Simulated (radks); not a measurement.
Results of a calculation; reference values are marked as such.
Q: The rhodium ion Rh7+ is in [Kr] 4d2. Code: a radial shooting solver on a logarithmic mesh with Libxc functionals. Model: scalar-relativistic Kohn-Sham, PBEsol, spin-polarised, spherical densities, finite nucleus; Fermi nuclear charge, rms radius of each element as measured or else 0.836 A^(1/3) + 0.57 fm. Open shells are filled with parallel spins first. One electron is removed from 3d, 4p, 4d, 4s in turn, with full relaxation. Which removal costs least, and what does each cost?

A: 4d 116.32 eV; 4p 165.99 eV; 4s 200.60 eV; 3d 439.61 eV. The 4d electron leaves first.
